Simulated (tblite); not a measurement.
C3H8Cl3GeN.
Atom-mapped SMILES: `[CH3:1][N:2]([CH3:3])[GeH2:4][C:5]([Cl:6])([Cl:7])[Cl:8]` (hydrogens: H9, H10, H11 on C1; H12, H13, H14 on C3; H15, H16 on Ge4)

Computed with GFN2-xTB (tblite), gas phase: L-BFGS steps from a force-field or distance-geometry start until the largest atomic force falls under 0.01 eV/Å.

At the end of the run (lengths in Å): Ge4–C5 2.040, N2–Ge4 1.803, Ge4–H15 1.498, Ge4–H16 1.498, C3–H14 1.093, C1–H10 1.093, C3–H13 1.090, C1–N2–Ge4 120.5°, N2–Ge4–C5 115.4°, Ge4–C5–Cl6 109.8°, C1–N2–C3 112.5°, C1–N2–Ge4–C5 -75°, N2–Ge4–C5–Cl6 180°, H15–Ge4–N2–C1 168°, H9–C1–N2–C3 178°.

Task: These geometries were met on the way; a selection of coordinates is given. Order them by energy above the end point, lowest first.
A. Ge4–C5 1.987, N2–Ge4 1.836, Ge4–H15 1.491, Ge4–H16 1.488, C3–H14 1.097, C1–H10 1.095, C3–H13 1.086, C1–N2–Ge4 112.1°, N2–Ge4–C5 109.8°, Ge4–C5–Cl6 108.8°, C1–N2–C3 110.7°, C1–N2–Ge4–C5 -140°, N2–Ge4–C5–Cl6 176°, H15–Ge4–N2–C1 103°, H9–C1–N2–C3 -175°
B. Ge4–C5 2.009, N2–Ge4 1.815, Ge4–H15 1.512, Ge4–H16 1.501, C3–H14 1.100, C1–H10 1.101, C3–H13 1.090, C1–N2–Ge4 121.0°, N2–Ge4–C5 106.1°, Ge4–C5–Cl6 104.2°, C1–N2–C3 112.3°, C1–N2–Ge4–C5 -130°, N2–Ge4–C5–Cl6 180°, H15–Ge4–N2–C1 114°, H9–C1–N2–C3 -179°
C. Ge4–C5 1.950, N2–Ge4 1.883, Ge4–H15 1.551, Ge4–H16 1.535, C3–H14 1.121, C1–H10 1.118, C3–H13 1.112, C1–N2–Ge4 109.1°, N2–Ge4–C5 109.4°, Ge4–C5–Cl6 108.5°, C1–N2–C3 111.0°, C1–N2–Ge4–C5 -141°, N2–Ge4–C5–Cl6 175°, H15–Ge4–N2–C1 98°, H9–C1–N2–C3 -178°
D. Ge4–C5 2.021, N2–Ge4 1.822, Ge4–H15 1.509, Ge4–H16 1.500, C3–H14 1.096, C1–H10 1.095, C3–H13 1.088, C1–N2–Ge4 119.9°, N2–Ge4–C5 112.2°, Ge4–C5–Cl6 105.2°, C1–N2–C3 112.8°, C1–N2–Ge4–C5 -131°, N2–Ge4–C5–Cl6 178°, H15–Ge4–N2–C1 113°, H9–C1–N2–C3 -164°
E. Ge4–C5 2.042, N2–Ge4 1.799, Ge4–H15 1.501, Ge4–H16 1.496, C3–H14 1.094, C1–H10 1.095, C3–H13 1.091, C1–N2–Ge4 123.2°, N2–Ge4–C5 117.1°, Ge4–C5–Cl6 105.7°, C1–N2–C3 113.9°, C1–N2–Ge4–C5 -105°, N2–Ge4–C5–Cl6 180°, H15–Ge4–N2–C1 142°, H9–C1–N2–C3 -178°

Result: E (0.053 eV), B (0.089 eV), D (0.146 eV), A (0.241 eV), C (0.395 eV).

```tsv
step	E above end (eV)	rms distance from the end, all atoms (Å)	largest force (eV/Å)	rms shift of all bonds from the end (Å)
83	0.053	0.392	0.118	0.002
35	0.089	0.546	0.228	0.010
15	0.146	0.680	0.102	0.008
6	0.241	0.729	0.342	0.017
0	0.395	0.752	1.040	0.039
```

Rows stand in the order of the answer.
